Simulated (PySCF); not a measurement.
CoF₂, SMILES [F][Co+][F] (connectivity only; charge and spin as stated), charge +1, multiplicity 5.

Coordinates come from a ωB97X-D3(BJ)/def2-TZVP optimisation. The multiplicity is an assumed one; other spin states were not compared.

Level of theory: PBE/def2-TZVPD run with PySCF.

Isolated molecule, no solvent.

| Property | Value |
|---|---|
| total energy | -1581.80944 hartree |
| point group | D∞h |
| α spin, highest occupied and lowest empty level | -16.80 and -8.85 eV |
| β spin, highest occupied and lowest empty level | -16.73 and -15.37 eV |
| dipole moment about the centre of nuclear charge | 0.00 D |
| mean static polarisability | 23.6 bohr³ (3.50 Å³) |
| polarisability, principal values | 13.8, 13.8, 43.3 bohr³ |
| ⟨S²⟩ | 6.004 (pure state 6.00) |
